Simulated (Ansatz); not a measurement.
C5H4BN3O2, SMILES N#Cc1nccc(B(O)O)n1. Heavy atoms are numbered as in [N:1]#[C:2][c:3]1[n:4][cH:5][cH:6][c:7]([B:8]([OH:9])[OH:10])[n:11]1.

All values below come from PBE0-D3(BJ)/def2-SVP run with Ansatz (a program for electronic structure).

Bond lengths of the relaxed neutral molecule (Å): N1–C2 1.157, C2–C3 1.448, C3–N4 1.331, C3–N11 1.328, N4–C5 1.327, C5–C6 1.394, C6–C7 1.397, C7–B8 1.602, C7–N11 1.344, B8–O9 1.343, B8–O10 1.354.

How do the bond lengths change in the relaxed lowest triplet? (Estimate from the structure and the level; the computed values follow.)


```csv
bond,neutral (Å),triplet (Å)
N1–C2,1.157,1.167
C2–C3,1.448,1.398
C3–N4,1.331,1.385
C3–N11,1.328,1.355
N4–C5,1.327,1.297
C5–C6,1.394,1.403
C6–C7,1.397,1.439
C7–B8,1.602,1.606
C7–N11,1.344,1.293
B8–O9,1.343,1.347
B8–O10,1.354,1.351
```
